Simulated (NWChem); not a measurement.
System: WNH2SOF; SMILES [NH]=[W]([OH])([F])=[S]

Input file for NWChem:

```
start job
memory heap 200 mb stack 900 mb global 1100 mb
geometry units angstroms noautoz
  W      0.006063    -0.136331     0.118638
  N     -0.924185    -0.757619    -1.206292
  H     -1.525322    -0.712700    -2.024317
  S     -0.026613     1.998042     0.016020
  F     -0.793142    -0.713891     1.707707
  O      1.775015    -0.723161    -0.101309
  H      2.094255    -1.335869    -0.773261
end
basis spherical
  W library def2-svp
  N library def2-svp
  H library def2-svp
  S library def2-svp
  F library def2-svp
  O library def2-svp
end
ecp
  W library def2-ecp
end
dft
  xc b3lyp
  iterations 150
  mulliken
end
task dft energy
```

Excerpt of the output:

```
             Northwest Computational Chemistry Package (NWChem) 7.3.0
             --------------------------------------------------------

 C1  symmetry detected

                             Geometry "geometry" -> ""
                             -------------------------

 Output coordinates in angstroms (scale by  1.889725989 to convert to a.u.)

  No.       Tag          Charge          X              Y              Z
 ---- ---------------- ---------- -------------- -------------- --------------
    1 W                   74.0000    -0.00389314    -0.15654280    -0.00882499
    2 N                    7.0000     0.20559868    -0.61034822    -1.66923863
    3 H                    1.0000     0.29502042    -0.46370076    -2.67076077
    4 S                   16.0000    -0.05941789     1.97707726     0.09947426
    5 F                    9.0000    -1.62671217    -0.87090865     0.58580456
    6 O                    8.0000     1.49255717    -0.76948657     0.94347419
    7 H                    1.0000     2.20451968    -1.31886026     0.59685812

 Effective nuclear repulsion energy (a.u.)     950.2419229955

                                 NWChem DFT Module
                                 -----------------

 Summary of "ao basis" -> "ao basis" (spherical)
 ------------------------------------------------------------------------------
       Tag                 Description            Shells   Functions and Types
 ---------------- ------------------------------  ------  ---------------------
 W                          def2-svp                12       32   6s3p2d1f
 N                          def2-svp                 6       14   3s2p1d
 H                          def2-svp                 3        5   2s1p
 S                          def2-svp                 8       18   4s3p1d
 F                          def2-svp                 6       14   3s2p1d
 O                          def2-svp                 6       14   3s2p1d

            General Information
            -------------------
          SCF calculation type: DFT
          Wavefunction type:  closed shell.
          No. of atoms     :     7
          No. of electrons :    56
           Alpha electrons :    28
            Beta electrons :    28
          Charge           :     0
          Spin multiplicity:     1
          Use of symmetry is: off; symmetry adaption is: off
          Maximum number of iterations: 150
          AO basis - number of functions:   102
                     number of shells:    44
          Convergence on energy requested:  1.00D-06
          Convergence on density requested:  1.00D-05
          Convergence on gradient requested:  5.00D-04

              XC Information
              --------------
                         B3LYP Method XC Potential
                     Hartree-Fock (Exact) Exchange  0.200
                        Slater Exchange Functional  0.800 local
                    Becke 1988 Exchange Functional  0.720 non-local
              Lee-Yang-Parr Correlation Functional  0.810
                  VWN I RPA Correlation Functional  0.190 local

             Grid Information
             ----------------
          Grid used for XC integration:  medium
          Radial quadrature: Mura-Knowles
          Angular quadrature: Lebedev.
          Tag              B.-S. Rad. Rad. Pts. Rad. Cut. Ang. Pts.
          ---              ---------- --------- --------- ---------
          W                   1.35      123           9.0       590
          N                   0.65       49           9.0       434
          H                   0.35       45          11.0       434
          S                   1.00       88          11.0       590
          F                   0.50       49          10.0       434
          O                   0.60       49          10.0       434
          Grid pruning is: on
          Number of quadrature shells:   448
          Spatial weights used:  Erf1

      Superposition of Atomic Density Guess
      -------------------------------------

 Sum of atomic energies:        -699.75033978

      Non-variational initial energy
      ------------------------------

 Total energy =    -693.290066
 1-e energy   =   -1519.509716
 2-e energy   =     554.148807
 HOMO         =      -0.328805
 LUMO         =      -0.001988

     ---------------------------------------------
      Total Density - Mulliken Population Analysis
     ---------------------------------------------

    Atom       Charge   Shell Charges
 -----------   ------   -------------------------------------------------------
    1 W   14    11.26   0.04 -0.35  1.79  0.54  0.38  0.06  5.49  0.58  0.17  2.00  0.42  0.14
    2 N    7     8.01   1.99  1.09  0.57  2.64  1.71  0.01
    3 H    1     0.76   0.59  0.12  0.04
    4 S   16    16.90   2.00  1.99  1.24  0.69  5.94  1.95  3.07  0.02
    5 F    9     9.63   1.99  1.15  0.80  3.53  2.15  0.00
    6 O    8     8.81   1.99  1.10  0.66  3.09  1.96  0.00
    7 H    1     0.64   0.52  0.06  0.06

   convergence    iter        energy       DeltaE   RMS-Dens  Diis-err
 ---------------- ----- ----------------- --------- --------- ---------
 d= 0,ls=0.0,diis     1   -695.7985557714 -9.68D+02  4.79D-02  3.23D+00
 d= 0,ls=0.0,diis     2   -691.2470392745  4.55D+00  4.01D-02  3.79D+01
 d= 0,ls=0.0,diis     3   -696.1055073526 -4.86D+00  8.20D-03  9.64D-01
 d= 0,ls=0.0,diis     4   -696.1801197322 -7.46D-02  2.74D-03  2.54D-01
 d= 0,ls=0.0,diis     5   -696.2085184660 -2.84D-02  4.21D-04  3.01D-03
  Resetting Diis
 d= 0,ls=0.0,diis     6   -696.2087053220 -1.87D-04  2.28D-04  1.80D-03
 d= 0,ls=0.0,diis     7   -696.2088688837 -1.64D-04  2.88D-04  1.07D-04
 d= 0,ls=0.0,diis     8   -696.2087643007  1.05D-04  2.19D-04  8.23D-04
 d= 0,ls=0.0,diis     9   -696.2088829297 -1.19D-04  3.00D-05  1.70D-05
 d= 0,ls=0.0,diis    10   -696.2088843489 -1.42D-06  1.12D-05  4.22D-06
 d= 0,ls=0.0,diis    11   -696.2088847763 -4.27D-07  3.26D-06  2.18D-07

[...]
```

Level: B3LYP/def2-SVP with def2 effective core potentials on W. Geometry: optimised at PBE0/def2-SVP. No frequency run checked for a minimum. def2 effective core potentials on W; no spin-orbit coupling.
